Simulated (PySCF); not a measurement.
Bromine: a sound run and one with changed settings

Sound run: Br [Ar] 3d10 4s2 4p5, Br⁺ [Ar] 3d10 4s2 4p4. All numbers are calculated (PySCF 2.14, scalar relativity through the core potential, in aug-cc-pVDZ-PP with ECP10MDF). In the sound run the correlated levels freeze 3s2 3p6 3d10 outside the core potential. The sound run starts from symmetry-adapted Hartree-Fock orbitals and uses a fine grid where one is needed.

Changed run: a valence shell is frozen. This setting is unsound on purpose.

```
species   method  sound run (hartree)  changed run (hartree)  converged
     Br      MP2           -415.57377             -415.54083        yes
     Br  CCSD(T)           -415.59042             -415.55144        yes
    Br⁺      MP2           -415.15450             -415.11626        yes
    Br⁺  CCSD(T)           -415.17139             -415.12478        yes
```

Ionisation energy of Br:

| method | sound run (eV) | changed run (eV) |
| --- | --- | --- |
| UHF | 10.750 | 10.750 |
| MP2 | 11.409 | 11.553 |
| SCS-MP2 | 11.384 | 11.594 |
| CCSD | 11.384 | 11.596 |
| CCSD(T) | 11.402 | 11.610 |

Freezing a valence shell removes pair correlation that changes on ionisation.

For comparison, NIST gives 11.814 eV between the lowest levels.
